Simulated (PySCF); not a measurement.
disilazane (H₇NSi₂), SMILES [SiH3]N[SiH3]. Atoms are numbered in the order given.

```xyz
10

Si     0.0006     0.1323     1.5799
N     -0.0068    -0.6081     0.0000
Si     0.0006     0.1323    -1.5799
H     -1.0581    -0.4601     2.4520
H     -0.2579     1.5862     1.3914
H      1.3030    -0.0367     2.2959
H      0.0559    -1.6254     0.0000
H      1.3030    -0.0367    -2.2959
H     -1.0581    -0.4601    -2.4520
H     -0.2579     1.5862    -1.3914
```
Charge 0, spin multiplicity 1.

The structure is a stationary point at B3LYP-D3(BJ)/def2-SVP.

Level of theory: r2SCAN/def2-TZVPD (PySCF).

Symmetry labels are those of the subgroup Cs that the program uses (full group Cs).

Task: List the valence orbital energies around the gap with their symmetry. (Estimate from the structure and the level; the computed values follow.)

Result: 
```csv
orbital,symmetry,energy (eV)
HOMO−7,A',-13.64
HOMO−6,A',-11.33
HOMO−5,A",-9.75
HOMO−4,A',-9.30
HOMO−3,A',-8.73
HOMO−2,A",-8.59
HOMO−1,A",-8.42
HOMO,A',-6.47
LUMO,A',-0.62
LUMO+1,A',0.48
LUMO+2,A',0.67
LUMO+3,A",0.92
```
